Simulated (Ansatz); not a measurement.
Ansatz results at the PBE0-D4/def2-TZVP geometry: HOMO energy (ωB97M-V/def2-TZVPP) -9.21 eV; LUMO energy (B3LYP/def2-TZVPP) -1.96 eV; LUMO energy (ωB97M-V/def2-TZVPP) -0.15 eV.

Each molecule was computed in one conformer, which needn't be the lowest.

Task: Which molecule gave them?
A. `F[SiH]1BC1`
B. `O=C(S)BF`
C. `C=C[O][AlH][SnH3]`
D. `N[SiH](F)[SiH2]O`

Result: C. The others give `N[SiH](F)[SiH2]O`: -9.86, -0.63, 1.28; `O=C(S)BF`: -9.89, -2.72, -0.35; `F[SiH]1BC1`: -9.28, -1.85, 0.30.

B3LYP here is the variant with VWN-RPA as its local correlation; programs differ in this.
